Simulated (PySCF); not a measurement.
**Polarisability as a sum over states**

Compound: C7H3ClOS.
SMILES with atom numbers: `[CH:1]#[C:2][c:3]1[cH:4][cH:5][c:6]([C:7](=[O:8])[Cl:9])[s:10]1` (hydrogens: H11 on C1; H12 on C4; H13 on C5)

Structure used (GFN2-xTB), in Å, numbered top down from 1:
```
atom  x, y, z in Å
C1     3.5371    0.7419    0.8611
C2     2.3987    0.4919    0.5648
C3     1.0745    0.2027    0.2225
C4     0.6397   -0.4845   -0.8925
C5    -0.7470   -0.6065   -0.9451
C6    -1.3795   -0.0138    0.1284
C7    -2.7724    0.0844    0.4498
O8    -3.2768    0.6072    1.3941
Cl9   -3.8042   -0.7024   -0.7728
S10   -0.2398    0.7090    1.2259
H11    4.5333    0.9555    1.1115
H12    1.3125   -0.8778   -1.6330
H13   -1.2804   -1.1072   -1.7323
```

Computed, not measured: PySCF 2.14.0, density-fitted response routines, TDDFT PBE0/def2-SVPD, vertical, gas phase, core orbitals frozen in the response.

Excitation energies and transition dipoles (atomic units, axes of the coordinates) of those of the lowest 8 singlets that add 0.02 au or more to the mean polarisability:

| state | ΔE (hartree) | μx | μy | μz |
| --- | --- | --- | --- | --- |
| S1 | 0.1506 | -2.148 | -0.217 | -0.128 |
| S3 | 0.1698 | 0.071 | -0.281 | -0.483 |
| S6 | 0.2064 | -0.056 | -0.110 | -0.182 |
| S8 | 0.2176 | -0.360 | -0.163 | -0.236 |

Task: What does each state add to αxx, αyy and αzz, and how do the sums compare with the full static tensor?

Result: Each state adds 2 μα² / ΔE.

| state | αxx (au) | αyy (au) | αzz (au) |
| --- | --- | --- | --- |
| S1 | 61.28 | 0.62 | 0.22 |
| S3 | 0.06 | 0.93 | 2.75 |
| S6 | 0.03 | 0.12 | 0.32 |
| S8 | 1.19 | 0.24 | 0.51 |
| all 8 states | 62.6 | 1.9 | 3.8 |
| full response | 201.3 | 79.6 | 101.3 |
| share (%) | 31 | 2 | 4 |

The rest comes from the higher roots of the same response equations.

Task: Give the full tensor and its principal values.

Result: In au, rows and columns x, y, z:
```
x   201.3  16.4  12.6
y    16.4  79.6  21.9
z    12.6  21.9 101.3
```
Principal values 65.6, 110.7 and 205.8 au; mean 127.4 au (18.87 Å³).

Task: By how much does the contribution of these states grow at 632.8 nm?

Result: With ω = 0.0720 hartree each state's term in the mean polarisability goes from f / ΔE² to f / (ΔE² − ω²), f = (2/3) ΔE |μ|²; the sum over all 8 states goes from 22.77 to 29.29 au, a rise of 6.52 au.

One conformer stands for the species.
